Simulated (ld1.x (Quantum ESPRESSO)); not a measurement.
## Os, ultrasoft: configuration errors across variants

| Property | Result |
| --- | --- |
| Element | osmium |
| Generator | ld1.x (Quantum ESPRESSO) 7.5 |
| Type | ultrasoft |
| Functional | PBE |
| Relativity | scalar-relativistic |
| Frozen core | [Xe] 4f14 |
| Valence charge | 8 |
| Reference configuration | 5d6 6s1 6p0 (charge +1) |
| Partial waves | 6s (bound): rcut 2.05, rcutus 2.25 bohr; 6s channel at 1.3 Ry: rcut 2.05, rcutus 2.25 bohr; 6p (bound, empty): rcut 2.45, rcutus 3.10 bohr; 6p channel at 2.5 Ry: rcut 2.45, rcutus 3.10 bohr; 5d (bound): rcut 1.30, rcutus 1.80 bohr; 5d channel at 1.5 Ry: rcut 1.30, rcutus 1.80 bohr |
| Local potential | all-electron potential smoothed inside 1.80 bohr (lloc = -1) |
| Core correction | a·sin(br)/r model core inside 1.20 bohr |
| Augmentation charge | built from norm-conserving waves at rcut, not smoothed further |

All-electron excitation energies from the reference (eV): (1) 5d6 6s2 6p0 -9.577; (2) 5d6 6s0 6p0 16.915; (3) 5d5 6s0 6p0 45.761; (4) 5d6 6s1.5 6p0 -5.663; (5) 5d5 6s2 6p1 -3.472; (6) 5d6 6s1 6p1 -4.519; (7) 5d6.5 6s1.5 6p0 -9.523.

A true bound ghost makes a file unfit for plane-wave use even where its test errors are small: the radial tests pick states by their node count and pass the ghost by.

Errors AE − PS in meV (a dash: test not solved or not reliable):

```tsv
change	(1)	(2)	(3)	(4)	(5)	(6)	(7)	bound ghosts
base	-3.7	-17	-97	0.0	-99	-0.9	-3.3	s
core correction none	+14	+26	+53	+5.5	-36	+5.8	+7.1	s
core correction a·sin(br)/r model core inside 1.06 bohr	-3.7	-17	-97	0.0	-99	-0.9	-3.3	s
core correction a·sin(br)/r model core inside 1.42 bohr	-3.5	-17	-98	0.0	-98	-0.9	-3.3	s
core correction a·sin(br)/r model core inside 1.70 bohr	-2.6	-16	-98	+0.3	-90	-0.8	-3.4	s
core correction a·sin(br)/r model core inside 1.94 bohr	-1.2	-13	-91	+0.7	-76	-0.6	-3.3	s
core correction a·sin(br)/r model core inside 2.08 bohr	-0.2	-11	-81	+1.0	-68	-0.4	-3.0	s
```

Q: Give the same row for: core correction a·sin(br)/r model core inside 0.82 bohr.

A: -3.6, -17, -97, 0.0, -99, -0.9, -3.2; bound ghosts: s.
